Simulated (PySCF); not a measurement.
Ionisation energy of Ir²⁺ by level of theory

Ir²⁺ [Xe] 4f14 5d7 (4F) → Ir³⁺ [Xe] 4f14 5d6 (5D), as a difference of total energies. Computed with PySCF 2.14 in def2-TZVPPD with the def2 core potential (60 electrons) (6s5p3d2f1g, 59 functions), with scalar relativity through the core potential. Correlated levels: valence and next inner shell: nothing frozen outside the core potential. The calculations carry no spin-orbit coupling.

```csv
method,ionisation energy (eV)
UHF,27.509
MP2 (valence and next inner shell),28.740
SCS-MP2 (valence and next inner shell),28.739
CCSD (valence and next inner shell),28.717
CCSD(T) (valence and next inner shell),28.785
```

**Question.** How much does correlation contribute at CCSD(T) (valence and next inner shell)?

**Answer.** 28.785 − (27.509) = 1.276 eV, measured against UHF.

The reference lies between the lowest fine-structure levels, while these numbers refer to the centres of the terms.

Errors of the correlated levels include the incompleteness of this basis.

For comparison: 28 ± 1.6 eV (theoretical estimate listed by NIST; NIST Atomic Spectra Database, ionization energies).
